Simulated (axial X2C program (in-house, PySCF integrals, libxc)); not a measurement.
## Nuclear properties of SnNC

Calculated with an axial X2C code built on PySCF integrals: two-component X2C with atomic mean-field Coulomb and Gaunt terms, Gaussian nuclei, basis Sn dyall-v3z, N dyall-av3z, C dyall-v3z with contracted cores.

Sn–N–C held linear, with bonds 2.086 and 1.177 Å (near the PBE0 minimum at charge 0 of the determinant lowest at the starting distance; the state shown can have its own minimum elsewhere, held linear; other orders of the atoms were not compared).

Determinant lowest in the PBE0 search, Ω = 1/2 (⟨Sz⟩ = -0.50, ⟨Lz⟩ = 1.00 at PBE0), spin on the atoms Sn -0.51, N 0.05, C -0.03:

| level | Eeff magnitude (GV/cm) | Ws magnitude Sn (kHz) | A∥/gI Sn (MHz) | qzz Sn (a.u.) | A∥/gI N (MHz) | qzz N (a.u.) | A∥/gI C (MHz) | qzz C (a.u.) | μ (D) |
| --- | --- | --- | --- | --- | --- | --- | --- | --- | --- |
| PBE0 | 0.442 | 0.465 | 2720 | -1.14 | 15.8 | -0.34 | 25.6 | -0.96 | -4.72 |
| HF | 0.587 | 0.711 | 2460 | -1.12 | 5.06 | -0.42 | 18.9 | -1.10 | -4.41 |
| LDA | 0.984 | 1.09 | 2760 | -1.25 | 23.7 | -0.33 | 31.1 | -0.91 | -4.78 |

Determinant 0.30 eV from it at PBE0 and this distance, Ω = 3/2 (⟨Sz⟩ = 0.50, ⟨Lz⟩ = 1.00 at PBE0), spin on the atoms Sn 0.52, N -0.05, C 0.03:

| level | Eeff magnitude (GV/cm) | Ws magnitude Sn (kHz) | A∥/gI Sn (MHz) | qzz Sn (a.u.) | A∥/gI N (MHz) | qzz N (a.u.) | A∥/gI C (MHz) | qzz C (a.u.) | μ (D) |
| --- | --- | --- | --- | --- | --- | --- | --- | --- | --- |
| PBE0 | 1.5 | 0.58 | 286 | -1.69 | -1.09 | -0.33 | 6.75 | -0.96 | -4.64 |
| HF | 4.79 | 1.86 | 301 | -1.68 | -2.74 | -0.41 | 6.72 | -1.10 | -4.32 |
| LDA | 0.734 | 0.28 | 318 | -1.80 | -0.971 | -0.32 | 7.97 | -0.91 | -4.70 |

Eeff is the effective electric field on the electron electric dipole moment in this Ω state and Ws the scalar–pseudoscalar constant of the nucleus named (defined with the proton number Z and per Ω); A∥ (defined per Ω) follows by multiplying with gI = μI/(I μN); qzz is the electric field gradient, eQq0 = 234.96 MHz × Q/barn × qzz; μ is positive if the C end (last atom) is positive. The operators were transformed with the bare-nucleus X2C matrices; with these basis sets, hyperfine constants and field gradients can be off by tens of per cent, and where levels differ in sign neither size nor sign is settled.

(1) With gI(119Sn) = -2.0946, Q(14N) = 0.02044 barn, gI(13C) = 1.4048 (g factors from the IAEA table of nuclear moments by Stone; Q from Pyykkö, Mol. Phys. 2018), turn the PBE0 values of the first state into constants in MHz.

The molecule was held linear; bending was not examined, so a bent shape may lie lower.

Each state is one determinant with collinear spin. Unrestricted Hartree–Fock can overshoot spin polarisation at the nuclei. In the state Ω = 1/2 the sign of Eeff differs between levels (HF against PBE0). Where Eeff spreads by more than a factor of two the levels disagree and none is to be relied on. The search compared states at one distance, so a state with another bond length can lie lower. The sign of Ws at Sn differs between levels in the first state. Where a field gradient or hyperfine factor spreads by more than a factor of two over the levels, a constant derived from it is not to be relied on. PBE0 term energies can be off by some tenths of an eV.

## Answers

(1) A∥(119Sn) = 2720 × -2.0946 = -5700 MHz; eQq0(14N) = 234.96 × (0.02044) × (-0.34) = -1.63 MHz; A∥(13C) = 25.6 × 1.4048 = 36 MHz.
